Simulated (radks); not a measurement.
Initial-state core-level shifts of neutral holmium when its valence configuration changes from [Xe] 4f11 6s2. Calculated with a radial shooting solver on a logarithmic mesh with Libxc functionals: scalar-relativistic Kohn-Sham, PBE, spin-polarised, spherical densities, point nucleus; open shells are filled with parallel spins first (spin-orbit coupling, left out, can overturn this in heavy ions). Shifts are changes of the shell-averaged eigenvalues in eV (positive: less bound).

| valence | 1s | 2s | 4s | 4d |
|---|---|---|---|---|
| 4f11 5d1 6s1 | +0.797 | +0.840 | +0.830 | +0.854 |
| 4f10.5 5d0.5 6s2 | -3.087 | -3.308 | -3.527 | -3.368 |
| 4f10 5d1 6s2 | -6.357 | -6.836 | -7.280 | -6.919 |
| 4f11 6s1.5 6p0.5 | -0.677 | -0.670 | -0.666 | -0.669 |
| 4f9 5d2 6s2 | -13.432 | -14.521 | -15.381 | -14.513 |
| 4f10.5 5d0.5 6s1.5 6p0.5 | -3.734 | -3.951 | -4.168 | -4.010 |
